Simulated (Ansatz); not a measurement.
One elementary step

Start structure (SiHClF4, singlet), relaxed at PBE0-D4/def2-TZVP:

Si1  (-0.558, -0.852, -0.110)
F2  (0.986, -0.738, -0.347)
F3  (-0.998, -2.325, -0.391)
F4  (-1.315, 0.102, -1.086)
F5  (-0.895, -0.492, 1.370)
H6  (1.907, 1.817, 0.109)
Cl7  (0.873, 2.488, 0.454)
(Å)

The step: SiF₄ ([F][Si]([F])([F])[F]) + HCl → SiClF₃ ([F][Si]([F])([F])[Cl]) + HF; bonds formed: Si1–Cl7, F2–H6; bonds broken: Si1–F2, H6–Cl7. Computed with Ansatz 0.2.0 (basis: def2-TZVPP and def2-QZVPP); correlated methods freeze the cores. Extrapolation: Hartree–Fock as exp(−7.88 √X), correlation as X^−2.97. Energies below are by CCSD(T) at an estimated basis limit (MP2 extrapolated from triple and quadruple zeta, plus CCSD(T) − MP2 in triple zeta).

**Question.** What are the electronic barrier and the energy of the step, from the start structure to the end structure? (To be estimated.)

**Answer.** Computed: Barrier 42.92 kcal/mol; step energy 12.90 kcal/mol (uphill); reverse barrier, their difference, 30.02 kcal/mol. Barrier and step energy count from the start structure, the reverse barrier from the end structure.

The saddle point: One imaginary mode of 656i cm⁻¹.
```tsv
pair	start (Å)	saddle (Å)	end (Å)
Si1–Cl7	3.68	2.34	2.01
F2–H6	2.75	1.24	0.92
Si1–F2	1.57	1.77	3.17
H6–Cl7	1.28	1.46	3.13
```

Zero-point energy (harmonic, PBE0-D4): ZPE is 12.76 kcal/mol at the start and 12.21 kcal/mol at the saddle, so the barrier goes from 42.92 to 42.38 kcal/mol.

The T1 diagnostic stays at or below 0.012.

Labels in which every atom is bracketed show which atoms are joined, not bond orders.

For scale, one of the runs: CCSD(T)/def2-TZVPP, 222 basis functions, launched by `ansatz run in.yaml --threads 8 --pin off --events-out ev --progress --plain --max-ram 19148MiB`. Time: 73 s of wall clock on 8 CPU threads of an Arm Neoverse V2; the host was shared. Peak host memory: 3.8 GiB.
